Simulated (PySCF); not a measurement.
PySCF input file for C4H4F2O2, SMILES COC(=O)/C(F)=C/F, PBE/pcSseg-1. Coordinates come from a B3LYP-D3(BJ)/def2-SVP optimisation. Other conformers were not sampled.

```python
import numpy as np
from pyscf import gto, scf, dft
from pyscf.prop.nmr import rks as nmr

mol = gto.M(
    atom='''
    C    -0.16770595   -2.94604910   -0.00000000
    O    -0.60845418   -1.58710072    0.00000000
    C     0.35470371   -0.66157353   -0.00000000
    O     1.54075592   -0.89875867   -0.00000000
    C    -0.20901860    0.71355250    0.00000000
    F    -1.53420254    0.84804238   -0.00000000
    C     0.60767389    1.77639602   -0.00000000
    F     0.14875554    3.01814831    0.00000000
    H     0.43962830   -3.15668017    0.89290274
    H     0.43962830   -3.15668017   -0.89290274
    H    -1.07604878   -3.55963174    0.00000000
    H     1.69348297    1.67019549    0.00000000
    ''',
    basis='pcSseg-1',
    charge=0,
    spin=0,
    max_memory=1600,
    verbose=3,
)
mf = dft.RKS(mol, xc='pbe')
mf.grids.level = 3
mf.conv_tol = 1e-10
mf.max_cycle = 100
mf.kernel()
n = nmr.NMR(mf)
n.verbose = 2
n.max_cycle_cphf = 60
sigma = n.kernel()
print('atom   isotropic/ppm   span/ppm')
for i, s in enumerate(sigma):
    w = np.linalg.eigvalsh((s + s.T) / 2)
    print(f'{mol.atom_symbol(i):2s}{i + 1:3d} {w.mean():14.3f} {w[2] - w[0]:11.3f}')
```

Program output:

```
converged SCF energy = -504.366387748788
atom   isotropic/ppm   span/ppm
C   1        125.808      79.398
O   2        130.344     284.303
C   3         16.020     138.479
O   4        -58.584     586.615
C   5         32.451     120.655
F   6        313.402     200.460
C   7         26.849     126.721
F   8        289.849     287.537
H   9         27.337       9.307
H  10         27.337       9.307
H  11         27.437       8.321
H  12         23.684       7.105
```

Self-consistency was reached.

Cost: about 30 core-seconds (a rough figure).
